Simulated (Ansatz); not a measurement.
Input file for Ansatz (a program for electronic structure): R-BLYP/def2-TZVPP on dimethyl selenide (SMILES C[Se]C), a point of a torsion scan.

Ansatz 0.2 input:
```yaml
crystal:
  periodic: [false, false, false]
  atoms:
    - {symbol: C, position_ang: [1.48491061, -0.03352738, 0.06866036]}
    - {symbol: Se, position_ang: [-0.00481580, 0.13304677, -1.20053462]}
    - {symbol: C, position_ang: [-1.46509504, 0.21315391, 0.09831740]}
    - {symbol: H, position_ang: [2.01306320, -0.96405368, -0.12077673]}
    - {symbol: H, position_ang: [2.15998167, 0.80796400, -0.06104024]}
    - {symbol: H, position_ang: [1.07258174, -0.03314679, 1.07236866]}
    - {symbol: H, position_ang: [-1.47735781, -0.70330144, 0.68320920]}
    - {symbol: H, position_ang: [-2.38977962, 0.30794823, -0.46374876]}
    - {symbol: H, position_ang: [-1.32919489, 1.08023843, 0.74000903]}
basis:
  gaussian:
    orbitals: def2-TZVPP
hamiltonian:
  xc: {name: BLYP}
scf: {lower_state_search: off}
```

**Question.** What total energy does the run end on?

**Answer.** -2481.3865 hartree.
